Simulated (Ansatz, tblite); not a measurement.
Cost and result up the ladder for [VF6]2- (VF6²⁻) (7 atoms). The state is a doublet with charge -2. Geometry: r2SCAN-D4/def2-SVPD.

```tsv
atom	x (Å)	y (Å)	z (Å)
V1	0.000	0.000	0.000
F2	0.550	1.659	-0.707
F3	-0.550	-1.659	0.707
F4	1.522	-0.051	1.065
F5	-1.522	0.051	-1.065
F6	0.876	-0.879	-1.381
F7	-0.877	0.879	1.381
```

Ansatz on 4 threads of Arm Neoverse N1 on a shared host; xTB runs through tblite on one thread. Times are rough, summed over both states, and most runs start from the orbitals of an earlier one. r2SCANh-D4/def2-TZVPD serves as the yardstick here, not as an exact answer. The other state is a singlet.

The xTB rows come from tblite. A multiply charged anion in the gas phase is held together partly by the finite basis. Removing one electron lowers the energy by 0.44 eV at PBE0-D4/def2-TZVPD, so it isn't bound. No other spin state of charge -2 was run.

Raw xTB energies of ions are shifted by several eV, and xTB has no spin-polarisation term.

```
                level  functions  wall time
             GFN2-xTB         33    0.014 s
             GFN1-xTB         33    0.017 s
    PBE-D4/def2-TZVPD        288       37 s
r2SCANh-D4/def2-TZVPD        288    1.9 min
```

Q: Estimate what each level gives for the vertical IE (eV).

A: 
```
                level  vertical IE (eV)  difference from r2SCANh-D4/def2-TZVPD (eV)                       remarks
             GFN2-xTB              3.21                                        4.06                             –
             GFN1-xTB              4.07                                        4.92                             –
    PBE-D4/def2-TZVPD             -1.88                                       -1.03  HOMO above zero (-2 doublet)
r2SCANh-D4/def2-TZVPD             -0.84                                        0.00  HOMO above zero (-2 doublet)
```
